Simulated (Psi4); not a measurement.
Psi4 input (wB97X-D/6-31G*):

```
memory 1500 MB

molecule {
-1 1
C    -0.39558600    1.04640100   -0.09293000
C    -1.18815400   -0.22778100    0.08963300
C     0.35181300   -0.04602400   -0.01412700
O     1.41250100   -0.69974200   -0.00038100
H    -0.51136400    2.11496200   -0.20352400
H    -1.74776200   -0.67517200   -0.74820000
H    -1.64931400   -0.47743000    1.05931900
symmetry c1
no_reorient
no_com
}

set {
  basis 6-31G*
  reference rks
  scf_type pk
  dft_radial_points 99
  dft_spherical_points 590
  e_convergence 1e-8
  d_convergence 1e-7
  maxiter 150
}

e = energy('wb97x-d')
print_out(f'\nFINAL {e:.10f} DIPOLE {variable("CURRENT DIPOLE")[0]:.6f} {variable("CURRENT DIPOLE")[1]:.6f} {variable("CURRENT DIPOLE")[2]:.6f}\n')
```

From the output:

```

    Doubly Occupied:

       1A    -18.979397     2A    -10.122095     3A    -10.077145
       4A    -10.045156     5A     -0.847836     6A     -0.697717
       7A     -0.463064     8A     -0.388238     9A     -0.299949
      10A     -0.286675    11A     -0.237900    12A     -0.188384
      13A     -0.161889    14A     -0.053285    15A     -0.036076

    Virtual:

      16A      0.386684    17A      0.402852    18A      0.409560
      19A      0.464588    20A      0.491763    21A      0.530708
      22A      0.552446    23A      0.668181    24A      0.839688
      25A      0.853913    26A      0.869725    27A      0.895616
      28A      0.944723    29A      0.944886    30A      1.010600
      31A      1.030736    32A      1.083408    33A      1.127059
      34A      1.166188    35A      1.221206    36A      1.302401
      37A      1.334027    38A      1.360784    39A      1.390462
      40A      1.514738    41A      1.570935    42A      1.728228
      43A      1.846940    44A      1.897701    45A      1.975862
      46A      2.027282    47A      2.050912    48A      2.178616
      49A      2.184285    50A      2.228556    51A      2.336450
      52A      2.376766    53A      2.478922    54A      2.527928
      55A      2.680072    56A      2.737891    57A      2.816397
      58A      2.908032    59A      3.124496    60A      3.171813
      61A      3.357198    62A      3.513512    63A      4.367423
      64A      4.552767    65A      4.746468    66A      4.983166

    Final Occupation by Irrep:
              A
    DOCC [    15 ]
    NA   [    15 ]
    NB   [    15 ]

  @RKS Final Energy:  -191.19480127779576

   => Energetics <=

    Nuclear Repulsion Energy =            100.6717434777891924
    One-Electron Energy =                -465.7018899214248222
    Two-Electron Energy =                 191.8984547448474984
    DFT Exchange-Correlation Energy =     -18.0618945157471913
    Empirical Dispersion Energy =          -0.0012150632604049
    VV10 Nonlocal Energy =                  0.0000000000000000
    Total Energy =                       -191.1948012777957615

Computation Completed

Properties will be evaluated at   0.000000,   0.000000,   0.000000 [a0]

Properties computed using the SCF density matrix

 Multipole Moments:

 ------------------------------------------------------------------------------------
     Multipole            Electronic (a.u.)      Nuclear  (a.u.)        Total (a.u.)
 ------------------------------------------------------------------------------------

 L = 1.  Multiply by 2.5417464519 to convert [e a0] to [Debye]
 Dipole X            :         -0.6497545            0.0000113           -0.6497432
 Dipole Y            :          0.3559241           -0.0000000            0.3559241
 Dipole Z            :         -0.0035553            0.0000057           -0.0035497
 Magnitude           :                                                    0.7408514

 ------------------------------------------------------------------------------------

FINAL -191.1948012778 DIPOLE -0.649743 0.355924 -0.003550

*** Psi4 exiting successfully. Buy a developer a beer!
```

The dipole moment of an ion depends on the origin.

The geometry given is a B3LYP-D3(BJ)/def2-TZVP minimum.
